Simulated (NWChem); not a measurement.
System meant: CH3FO2Si; SMILES O=CO[SiH2]F

Here is an NWChem input.

```
start job
memory heap 200 mb stack 900 mb global 1100 mb
geometry units angstroms noautoz
  O      0.560421     2.004974     0.000000
  C     -0.565048     1.585383     0.000000
  O     -0.861914     0.291136     0.000000
  Si     0.468346    -0.786174     0.000000
  F     -0.246289    -2.233006     0.000000
  H     -1.475265     2.219179     0.000000
  H      1.239959    -0.644200    -1.253130
  H      1.239959    -0.644200     1.253130
end
basis spherical
  O library def2-svp
  C library def2-svp
  Si library def2-svp
  F library def2-svp
  H library def2-svp
end
dft
  odft
  mult 2
  xc b3lyp
  iterations 150
  mulliken
end
task dft energy
```

End of the output:

```
 Summary of "ao basis" -> "" (spherical)
 ------------------------------------------------------------------------------
       Tag                 Description            Shells   Functions and Types
 ---------------- ------------------------------  ------  ---------------------
 O                          def2-svp                 6       14   3s2p1d
 C                          def2-svp                 6       14   3s2p1d
 Si                         def2-svp                 8       18   4s3p1d
 F                          def2-svp                 6       14   3s2p1d
 H                          def2-svp                 3        5   2s1p

                                 NWChem DFT Module
                                 -----------------

 Summary of "ao basis" -> "ao basis" (spherical)
 ------------------------------------------------------------------------------
       Tag                 Description            Shells   Functions and Types
 ---------------- ------------------------------  ------  ---------------------
 O                          def2-svp                 6       14   3s2p1d
 C                          def2-svp                 6       14   3s2p1d
 Si                         def2-svp                 8       18   4s3p1d
 F                          def2-svp                 6       14   3s2p1d
 H                          def2-svp                 3        5   2s1p

      Symmetry analysis of basis
      --------------------------

        a'         62
        a"         27

  number of electrons :                   48
  multiplicity        :                    2
 ------------------------------------------------------------------------
  no. of electrons and multiplicity not compatible                  48
 ------------------------------------------------------------------------
 ------------------------------------------------------------------------
  current input line :
    27: task dft energy
 ------------------------------------------------------------------------
 ------------------------------------------------------------------------
 There is an error in the input file
 ------------------------------------------------------------------------
 For more information see the NWChem manual at https://nwchemgit.github.io

0: no. of electrons and multiplicity not compatible:Received an Error in Communication
```

Task: Can this run be used? If not, why, and what is the fix?

Result: The input was rejected before any calculation. Cause: the multiplicity doesn't fit the number of electrons (an even count wants an odd multiplicity, and the reverse). This input runs:
```
start job
memory heap 200 mb stack 900 mb global 1100 mb
geometry units angstroms noautoz
  O      0.560421     2.004974     0.000000
  C     -0.565048     1.585383     0.000000
  O     -0.861914     0.291136     0.000000
  Si     0.468346    -0.786174     0.000000
  F     -0.246289    -2.233006     0.000000
  H     -1.475265     2.219179     0.000000
  H      1.239959    -0.644200    -1.253130
  H      1.239959    -0.644200     1.253130
end
basis spherical
  O library def2-svp
  C library def2-svp
  Si library def2-svp
  F library def2-svp
  H library def2-svp
end
dft
  xc b3lyp
  iterations 150
  mulliken
end
task dft energy
```
It converges to -579.49643 Ha (B3LYP/def2-SVP).
